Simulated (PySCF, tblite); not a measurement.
Isomers of C3H7F3P2, one GFN2-xTB conformer each. Single-point energies are computed at PBE0/pcSseg-1 (PySCF, gas phase, no added dispersion term), electronic only.

| SMILES | GFN2-xTB relative energy (kJ/mol) |
| --- | --- |
| CP(CP)C(F)(F)F | 75.6 |
| CP(P)CC(F)(F)F | 0.0 |
| CCP(P)C(F)(F)F | 16.1 |

Conformers: `[CH3:1][P:2]([CH2:3][PH2:4])[C:5]([F:6])([F:7])[F:8]` with C1–P2–C3–P4 -76°, P2–C3–P4–H -166° and -72°; `[CH3:1][P:2]([PH2:3])[CH2:4][C:5]([F:6])([F:7])[F:8]` with C1–P2–P3–H -72° and -165°, C1–P2–C4–C5 -169°; `[CH3:1][CH2:2][P:3]([PH2:4])[C:5]([F:6])([F:7])[F:8]` with C1–C2–P3–P4 -72°, C2–P3–P4–H -166° and 102°.

**Question.** What does PBE0/pcSseg-1 give for the same structures?

**Answer.** 
| SMILES | PBE0/pcSseg-1 E (Eh) | PBE0/pcSseg-1 (kJ/mol) | GFN2-xTB (kJ/mol) | point group |
| --- | --- | --- | --- | --- |
| CP(P)CC(F)(F)F | -1100.03376 | 0.0 | 0.0 | C1 |
| CCP(P)C(F)(F)F | -1100.02066 | 34.4 | 16.1 | C1 |
| CP(CP)C(F)(F)F | -1100.01566 | 47.5 | 75.6 | C1 |

Both levels put the same isomer lowest; measured from each level's own lowest isomer, the values differ by up to 28.1 kJ/mol (CP(CP)C(F)(F)F: 75.6 against 47.5). 

**Question.** Which frontier levels, dipoles and rotational constants go with these structures?

**Answer.** 
```json
{"SMILES": "CP(P)CC(F)(F)F", "HOMO (eV, PBE0/pcSseg-1)": "-6.71", "LUMO (eV)": "-0.02", "dipole (D)": "2.71", "A, B, C (MHz)": "2235, 957.2, 804.8"}
{"SMILES": "CCP(P)C(F)(F)F", "HOMO (eV, PBE0/pcSseg-1)": "-7.11", "LUMO (eV)": "-0.24", "dipole (D)": "2.30", "A, B, C (MHz)": "1850, 1141, 868.4"}
{"SMILES": "CP(CP)C(F)(F)F", "HOMO (eV, PBE0/pcSseg-1)": "-7.63", "LUMO (eV)": "-0.18", "dipole (D)": "1.73", "A, B, C (MHz)": "2635, 796.6, 724.2"}
```

**Question.** What happens when harmonic zero-point energies from GFN2-xTB frequencies are added?

**Answer.** 
```csv
SMILES,ZPE (kJ/mol),electronic (kJ/mol),with ZPE (kJ/mol)
CP(P)CC(F)(F)F,252.1,0.0,0.0
CCP(P)C(F)(F)F,253.9,34.4,36.3
CP(CP)C(F)(F)F,249.0,47.5,44.4
```

The zero-point energies span 4.9 kJ/mol. The order is unchanged.
